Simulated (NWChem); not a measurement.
System: propylene glycol (C$_{3}$H$_{8}$O$_{2}$); SMILES C(CO)(O)C

Input file for NWChem:

```
start job
memory heap 200 mb stack 900 mb global 1100 mb
geometry units angstroms noautosym nocenter noautoz
  C     -0.659484     1.738212    -0.019811
  C      0.005826     0.429404     0.351410
  O      1.366378     0.388553    -0.049399
  C     -0.698530    -0.798284    -0.212025
  O      0.007934    -1.957877     0.101197
  H     -0.092334     2.587291     0.388003
  H     -0.714671     1.856216    -1.115844
  H     -1.687053     1.788519     0.371178
  H      0.036982     0.323330     1.449076
  H      1.403677     0.632015    -0.982911
  H     -1.716724    -0.883521     0.202883
  H     -0.812156    -0.663407    -1.312920
  H      0.940352    -1.711293     0.016208
end
basis spherical
  * library 6-311g**
end
dft
  xc b3lyp
  iterations 150
end
property
  shielding
  efieldgrad
end
task dft property
```

The geometry was optimised at PBE0/def2-SVP. Not confirmed as a minimum by frequencies.

GIAO values for the isolated, static molecule; σ is the absolute isotropic shielding, δ = σ(reference) − σ with the isolated reference molecule computed at the same levels (13C: tetramethylsilane, 1H: tetramethylsilane, 17O: water).

Atoms are numbered as in the input.

What results follow from this input? (B3LYP/6-311G** (spherical d), GIAO.) Quantities: δ C1 (ppm); δ C2 (ppm); δ O3 (ppm); δ C4 (ppm); δ O5 (ppm); δ H6 (rotor mean) (ppm); δ H10 (ppm).


```json
{
  "δ C1 (ppm)": "21.4",
  "δ C2 (ppm)": "72.7",
  "δ O3 (ppm)": "66.7",
  "δ C4 (ppm)": "72.4",
  "δ O5 (ppm)": "35.1",
  "δ H6 (rotor mean) (ppm)": "1.04",
  "δ H10 (ppm)": "-1.30"
}
```
